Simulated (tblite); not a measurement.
Record of a relaxation.

Species: C9H13Al.
Bonds: C1–C2 (triple), C2–C3, C3–Al4, Al4–C5, C5–C6, C6–C7 (double), C3–C8, C8–C9, C9–C10, C3–C10. Hydrogens: H11 on C1; H12 on Al4; H13, H14 on C5; H15 on C6; H16, H17 on C7; H18, H19 on C8; H20, H21 on C9; H22, H23 on C10.

Computed with GFN2-xTB (tblite), gas phase: L-BFGS steps from a force-field or distance-geometry start until the largest atomic force falls under 0.01 eV/Å. 4 of its 235 geometries are shown.

Step 0: E = -728.7890 eV, largest atomic force 2.533 eV/Å
```
atom  x, y, z in Å  |  force x, y, z in eV/Å
C1     -2.260   -2.278   -0.848    0.078   0.302   0.170
C2     -1.800   -1.286   -0.333    0.108  -0.510   0.247
C3     -1.204   -0.119    0.331    0.733  -0.514  -0.376
Al4     0.715   -0.227    0.690    0.738  -1.001   0.595
C5      2.122    0.513   -0.482    0.121   0.461   0.368
C6      3.180   -0.525   -0.603    1.108   0.669   0.396
C7      4.444   -0.296   -0.219   -0.437  -0.873  -0.274
C8     -1.654    1.123   -0.436   -1.637  -0.293  -1.910
C9     -2.970    0.960    0.338    0.503   1.280   0.688
C10    -2.093    0.417    1.469   -0.797  -1.328   0.262
H11    -2.700   -3.136   -1.305    0.308   0.533   0.236
H12     1.171   -1.178    1.911   -0.169   0.452  -0.369
H13     1.743    0.837   -1.471    0.225   0.067   0.276
H14     2.592    1.365    0.079   -0.281  -0.134  -0.749
H15     2.937   -1.491   -1.004   -0.217  -0.157  -0.218
H16     4.773    0.642    0.212   -0.045  -0.276  -0.137
H17     5.164   -1.113   -0.328   -0.117   0.601   0.184
H18    -1.138    2.047   -0.195    0.133  -0.041  -0.188
H19    -1.871    0.955   -1.512    0.805   0.545   0.241
H20    -3.492    1.898    0.549   -0.478  -0.303  -0.127
H21    -3.547    0.148   -0.123   -0.182   0.660   0.355
H22    -2.511   -0.429    2.018   -0.128   0.487   0.663
H23    -1.606    1.199    2.090   -0.371  -0.626  -0.332
```

Step 78: E = -729.6141 eV, largest atomic force 0.093 eV/Å
```
atom  x, y, z in Å  |  force x, y, z in eV/Å
C1     -1.666   -2.632   -0.810    0.002  -0.038  -0.030
C2     -1.492   -1.538   -0.345    0.004  -0.040  -0.016
C3     -1.282   -0.227    0.220   -0.025  -0.014  -0.027
Al4     0.696   -0.167    0.601    0.018   0.034  -0.044
C5      1.968    0.618   -0.739   -0.047   0.006   0.000
C6      3.072   -0.379   -0.714    0.077   0.022   0.047
C7      4.093   -0.349    0.134   -0.032  -0.028   0.039
C8     -1.854    0.953   -0.613   -0.031   0.053   0.007
C9     -2.507    1.491    0.665    0.043   0.022   0.038
C10    -2.248    0.156    1.372   -0.034  -0.005   0.017
H11    -1.786   -3.591   -1.219   -0.036   0.013   0.007
H12     1.189   -0.839    1.897    0.045   0.013   0.017
H13     1.530    0.682   -1.740   -0.008   0.032  -0.058
H14     2.335    1.614   -0.467    0.038  -0.002   0.001
H15     2.989   -1.193   -1.427    0.007  -0.013   0.040
H16     4.211    0.453    0.846   -0.017  -0.010  -0.020
H17     4.853   -1.111    0.141    0.032  -0.001  -0.028
H18    -1.120    1.618   -1.079   -0.025  -0.049  -0.019
H19    -2.577    0.634   -1.365    0.028   0.008   0.035
H20    -1.930    2.307    1.104   -0.018  -0.015   0.003
H21    -3.547    1.801    0.584   -0.013  -0.016  -0.006
H22    -3.128   -0.486    1.411    0.010   0.026  -0.001
H23    -1.804    0.212    2.369   -0.019   0.003  -0.002
```

Step 156: E = -729.6899 eV, largest atomic force 0.062 eV/Å
```
atom  x, y, z in Å  |  force x, y, z in eV/Å
C1     -2.096   -2.723   -1.061    0.005   0.003   0.028
C2     -1.712   -1.696   -0.572    0.000   0.005  -0.016
C3     -1.286   -0.453    0.005    0.014   0.021  -0.020
Al4     0.632    0.065    0.388    0.003   0.005  -0.009
C5      1.976    0.723   -0.951    0.000  -0.002   0.005
C6      2.976   -0.315   -0.568    0.059   0.013   0.012
C7      3.836   -0.210    0.442   -0.025   0.014  -0.006
C8     -1.893    0.836   -0.625    0.002  -0.015  -0.007
C9     -2.062    1.376    0.794   -0.016  -0.010  -0.022
C10    -1.966   -0.046    1.341   -0.014  -0.012  -0.001
H11    -2.399   -3.638   -1.474   -0.006   0.006  -0.015
H12     1.044   -0.025    1.872    0.022  -0.008   0.022
H13     1.743    0.670   -2.017   -0.027  -0.018  -0.013
H14     2.362    1.727   -0.736    0.007  -0.025   0.018
H15     2.950   -1.233   -1.148   -0.007   0.007   0.007
H16     3.909    0.696    1.023    0.004  -0.007  -0.013
H17     4.526   -0.999    0.690   -0.028   0.018  -0.004
H18    -1.251    1.418   -1.296    0.001  -0.026   0.007
H19    -2.843    0.640   -1.124    0.008   0.037   0.040
H20    -1.179    1.960    1.094   -0.006   0.000  -0.018
H21    -2.961    1.947    1.017    0.007   0.003   0.002
H22    -2.938   -0.517    1.482   -0.016  -0.002  -0.007
H23    -1.371   -0.174    2.254    0.014  -0.004   0.010
```

Step 234: E = -729.7049 eV, largest atomic force 0.008 eV/Å
```
atom  x, y, z in Å  |  force x, y, z in eV/Å
C1     -2.413   -2.608   -1.216   -0.002  -0.008   0.000
C2     -1.908   -1.667   -0.670    0.000   0.004   0.004
C3     -1.344   -0.517   -0.025    0.000   0.002  -0.003
Al4     0.616   -0.167    0.341    0.000   0.000  -0.001
C5      1.936    0.448   -1.046   -0.002  -0.003   0.003
C6      3.105   -0.276   -0.480    0.004  -0.001   0.001
C7      3.845    0.165    0.532   -0.001  -0.001  -0.002
C8     -1.814    0.864   -0.573   -0.004   0.002   0.000
C9     -1.896    1.339    0.876   -0.001  -0.007   0.000
C10    -1.962   -0.114    1.342    0.000   0.001  -0.001
H11    -2.822   -3.448   -1.693    0.000   0.000   0.002
H12     1.065   -0.323    1.812    0.000  -0.003  -0.005
H13     1.738    0.144   -2.079    0.002   0.003   0.000
H14     2.115    1.529   -1.040    0.000   0.003  -0.001
H15     3.314   -1.253   -0.904    0.000   0.002   0.001
H16     3.676    1.139    0.965    0.001  -0.003  -0.002
H17     4.672   -0.400    0.925   -0.002   0.002   0.003
H18    -1.120    1.402   -1.230    0.000   0.001   0.002
H19    -2.790    0.809   -1.053   -0.001   0.001   0.004
H20    -0.944    1.796    1.185    0.003   0.002   0.000
H21    -2.715    2.002    1.149    0.001   0.001   0.001
H22    -2.982   -0.475    1.471    0.002   0.000  -0.005
H23    -1.377   -0.362    2.237    0.000   0.003  -0.001
```

Question: Summarise the path.

Answer: The energy falls by 0.9160 eV from step 0 to step 234; nine tenths of that is first reached at step 78. It rises by more than 0.2 meV at step 201. The largest force goes from 2.533 to 0.008 eV/Å. Among the bonds C3–Al4 changes most, from 1.955 to 2.024 Å; the atoms move by 1.153 Å rms after alignment.

The cost below is that of the whole relaxation. The run took 2.6 s wall on an Arm Neoverse V1 with one thread, shared host with 32 logical CPUs at a one-minute load of 26.
